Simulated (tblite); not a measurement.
C3H12N2Si (charge +1 and doublet state).
Atom-mapped SMILES: `[CH3:1][CH2:2][NH+:3][SiH2:4][NH:5][CH3:6]` (hydrogens: H7, H8, H9 on C1; H10, H11 on C2; H12 on N3; H13, H14 on Si4; H15 on N5; H16, H17, H18 on C6)

The geometry is computed with GFN2-xTB (gas phase). This method treats the open shell by occupation alone, without spin polarisation.

**Question.** Give the optimised bond lengths and angles.

**Answer.** 
```tsv
bond	length (Å)
C1–C2	1.523
C2–N3	1.426
N3–Si4	1.739
Si4–N5	1.739
N5–C6	1.425
C1–H7, C1–H8, C1–H9	1.087
C2–H10	1.092
C2–H11	1.102
N3–H12	1.014
Si4–H13, Si4–H14	1.457
N5–H15	1.013
C6–H16, C6–H17	1.091
C6–H18	1.096
```

Bonds in one row agree within 0.01 Å and their mean is given. A selection of angles:
```tsv
angle	degrees
C2–C1–H7	109.6
C2–C1–H8	111.5
H7–C1–H8	108.2
H7–C1–H9	109.0
C1–C2–N3	111.9
C1–C2–H10	111.6
C1–C2–H11	107.8
N3–C2–H10	108.7
H10–C2–H11	106.9
C2–N3–Si4	128.6
C2–N3–H12	111.9
Si4–N3–H12	119.4
N3–Si4–N5	106.7
N3–Si4–H13	108.0
N5–Si4–H13	107.8
H13–Si4–H14	118.8
Si4–N5–C6	128.2
Si4–N5–H15	119.3
C6–N5–H15	112.1
N5–C6–H16	110.1
N5–C6–H18	111.5
H16–C6–H17	109.6
H16–C6–H18	106.2
```

Torsions: C1–C2–N3–Si4 -143° (anticlinal); C2–N3–Si4–N5 -127° (anticlinal); N3–Si4–N5–C6 -127° (anticlinal). The mirror-image conformer, all signs reversed, is as good.

N3 (nitrogen bonded to C, Si and H) is planar (angles 128.6°, 119.4° and 111.9°, sum 359.9°, 0.02 Å off the plane of its three neighbours). Si4 (silicon bonded to 2 N and 2 H) is distorted tetrahedral (angles from 106.7° to 118.8°). N5 (nitrogen bonded to C, Si and H) is planar (angles 128.2°, 119.3° and 112.1°, sum 359.6°, 0.05 Å off the plane of its three neighbours). Of the pairs four or more bonds apart, H8···H12 is among the closest relative to their van der Waals radii: 2.41 Å, 101 % of the sum of Bondi's values.

Point group: C1 (no symmetry element, even within 0.4 Å). Its GFN2-xTB frequencies are all real (lowest 40 cm⁻¹). 3 starts were optimised and ended at 0.00, 0.71 and 0.85 kcal/mol (GFN2-xTB); the lowest of these is shown.
